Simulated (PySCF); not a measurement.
Compound: C3H9FSi2.
SMILES: `FC[SiH]1C[SiH2]C1`

Level of theory: TDDFT PBE0/def2-SVPD, vertical, gas phase, core orbitals frozen in the response in PySCF. The structure is a single GFN2-xTB conformer in the gas phase; no vibrational or solvent corrections. Torsions of this conformer, `[F:1][CH2:2][SiH:3]1[CH2:4][SiH2:5][CH2:6]1`: F1–C2–Si3–C4 -174°.

Computed states:

```csv
state,E (eV),f
S1,6.25,0.0002
S2,7.03,0.0018
S3,7.08,0.0017
S4,7.15,0.0015
S5,7.22,0.022
S6,7.36,0.220
S7,7.57,0.0048
S8,7.60,0.0064
```

Broadening: Gaussians 0.3 eV wide at half height, area fixed by f = 4.319×10⁻⁹ ∫ε dν̃. The width is an assumption, not a result. The curve ends short of the highest state used, and states not computed would add to its high-energy end.

(1) What does the envelope look like, and where are its maxima?

(2) On this curve, what absorbance would a 10⁻⁵ mol/L sample give at 193 nm over a 1 cm path?

(3) Coming from long wavelengths, where does ε first pass 100 L mol⁻¹ cm⁻¹?

Results:

(1) 
```csv
E (eV),ε (L mol⁻¹ cm⁻¹)
5.80,0
5.85,0
5.89,0
5.93,1
5.97,1
6.01,3
6.05,5
6.09,7
6.13,11
6.18,14
6.22,16
6.26,17
6.30,16
6.34,14
6.38,11
6.42,7
6.46,5
6.51,2
6.55,1
6.59,1
6.63,2
6.67,4
6.71,11
6.75,24
6.79,51
6.84,117
6.88,217
6.92,389
6.96,680
7.00,1168
```

Maxima: 198 nm (6.25 eV), ε about 17, made up of S1 (100%) (ε in L mol⁻¹ cm⁻¹; maxima over ε = 5, shares over 10%). At its high-energy end, 7.00 eV, the curve is still rising (ε about 1200, from S2, S3, S5 and S6).

(2) 193 nm is 6.424 eV, where ε is about 7.1 L mol⁻¹ cm⁻¹, so A = ε c l ≈ 7.1e-05 (Beer–Lambert, with the gas-phase spectrum and the assumed width).

(3) At about 182 nm (6.83 eV), 0.58 eV above S1.

Hardware: one thread of an Arm Neoverse V2, no GPU (shared host). Cost: 23 s of wall time, 0.80 GiB resident at most.
